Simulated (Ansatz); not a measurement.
Ansatz (a program for electronic structure) input:

Ansatz 0.2 input:
```yaml
crystal:
  periodic: [false, false, false]
  atoms:
    - {symbol: C, position_ang: [2.32828821, -1.10418672, -0.15476241]}
    - {symbol: C, position_ang: [1.18443809, -0.26070596, 0.40836214]}
    - {symbol: C, position_ang: [1.72693844, 1.11033287, 0.86637843]}
    - {symbol: C, position_ang: [0.10668171, -0.09564375, -0.59786791]}
    - {symbol: C, position_ang: [-1.26631083, 0.37732736, -0.28110521]}
    - {symbol: C, position_ang: [-1.85025477, -0.28119003, 0.97580813]}
    - {symbol: C, position_ang: [-2.19767454, 0.14776688, -1.47366014]}
    - {symbol: H, position_ang: [2.77089901, -0.61388425, -1.01911892]}
    - {symbol: H, position_ang: [1.96356360, -2.08146300, -0.46269103]}
    - {symbol: H, position_ang: [3.10400555, -1.24622434, 0.59475311]}
    - {symbol: H, position_ang: [0.78813199, -0.76372435, 1.29889923]}
    - {symbol: H, position_ang: [2.13175992, 1.65529388, 0.01679548]}
    - {symbol: H, position_ang: [2.51644513, 0.97568844, 1.60260636]}
    - {symbol: H, position_ang: [0.93263261, 1.70351405, 1.31208415]}
    - {symbol: H, position_ang: [0.38516280, -0.14796440, -1.63685417]}
    - {symbol: H, position_ang: [-1.23977120, 1.46585684, -0.08810263]}
    - {symbol: H, position_ang: [-2.87518740, 0.05097788, 1.12812038]}
    - {symbol: H, position_ang: [-1.27444264, -0.01829959, 1.85922842]}
    - {symbol: H, position_ang: [-1.85082240, -1.36365814, 0.86761864]}
    - {symbol: H, position_ang: [-3.19121176, 0.53918746, -1.26533079]}
    - {symbol: H, position_ang: [-1.81264174, 0.64353663, -2.36165323]}
    - {symbol: H, position_ang: [-2.28317913, -0.91631799, -1.68268045]}
basis:
  gaussian:
    orbitals: def2-TZVP
hamiltonian:
  xc: b3lyp
  dispersion: d3bj
magnetization: {spin_polarized: true, initial_magnetization: 1}
relax: {f_tol: 0.002, max_steps: 150}
```

Q: What final total energy does it print?

A: -275.86786 Eh (B3LYP-D3(BJ)/def2-TZVP). The basis has 307 functions.

It need not be the lowest isomer of its formula.
